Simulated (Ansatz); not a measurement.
Input file for Ansatz (a program for electronic structure): R-CCSD(T)/def2-SVP on H3IPbSi (SMILES [SiH3][Pb][I]), a point of a torsion scan. Elements past Kr take the def2 small-core potentials; no spin–orbit coupling. The run froze 23 orbitals, filled d shells among them.

Ansatz 0.2 input:
```yaml
crystal:
  periodic: [false, false, false]
  atoms:
    - {symbol: Si, position_ang: [-0.79921265, 0.00019863, -0.02908550]}
    - {symbol: Pb, position_ang: [1.44413191, 1.50436217, 0.01818380]}
    - {symbol: I, position_ang: [3.15155573, -0.37378149, -1.04502131]}
    - {symbol: H, position_ang: [-1.11480700, -0.58032626, 1.28007183]}
    - {symbol: H, position_ang: [-1.98464693, 0.79934164, -0.36423142]}
    - {symbol: H, position_ang: [-0.82162223, -1.12154661, -0.96163996]}
basis:
  gaussian:
    orbitals: def2-SVP
magnetization: {spin_polarized: false}
correlation: {method: ccsd_t, electrons: outside_noble_gas}
scf: {lower_state_search: off}
```

Output:

```
WARN ansatz: RAYON_NUM_THREADS=1 ignored (pool sized by the plan → 1); use --threads N
Functional definition: HF
these checks for a lower state are left out or cut short: stability, starts, cluster_reference, orbital_swaps, neighbouring_geometries, increment
integrals: 0.09 GiB planned
1002 factors; integrals over basis functions are off by at most 1.2e-3 eV
mean field: 0.29 GiB planned
mean field evaluation 1: about -21199.4801 eV, gradient 1.5e1 eV
mean field evaluation 2: about -21199.5328 eV, gradient 1.5e1 eV
mean field evaluation 4: about -21200.7971 eV, gradient 2.0e0 eV
mean field evaluation 8: about -21200.8323 eV, gradient 1.3e-1 eV
mean field -21200.83252590 eV, -779.1162248865 hartree, gradient 7.6e-6 eV, S^2 0.000000; 0 other end points of the search recorded, 0 dependent functions left out
23 core orbitals not correlated
reference -21200.83252590 eV, -779.1162248865 hartree; 9, 9 occupied and 53, 53 virtual orbitals, 1002 factors
second order -6.95058436 eV of doubles, -0.00000000 eV of singles
coupled cluster: 0.18 GiB planned
cycle   1  -7.77091404 eV  change   -8.2e-1 eV  update   8.7e-2
cycle   2  -8.06184795 eV  change   -2.9e-1 eV  update   2.9e-2
cycle   3  -8.11185529 eV  change   -5.0e-2 eV  update   1.5e-2
cycle   4  -8.10696811 eV  change    4.9e-3 eV  update   5.4e-3
cycle   5  -8.10533654 eV  change    1.6e-3 eV  update   2.1e-3
cycle   6  -8.10537742 eV  change   -4.1e-5 eV  update   8.3e-4
cycle   7  -8.10545500 eV  change   -7.8e-5 eV  update   2.8e-4
cycle   8  -8.10550546 eV  change   -5.0e-5 eV  update   8.3e-5
cycle   9  -8.10550398 eV  change    1.5e-6 eV  update   3.0e-5
cycle  10  -8.10549762 eV  change    6.4e-6 eV  update   1.1e-5
perturbative correction -0.21937747 eV, -0.0080619732 hartree
Total energy: -21209.15740099 eV, -779.4221584032 hartree
Checks for a lower state left out: stability, starts, cluster_reference, orbital_swaps, neighbouring_geometries, increment
```

The run converged.

Cost: about 3 core-seconds (a rough figure).
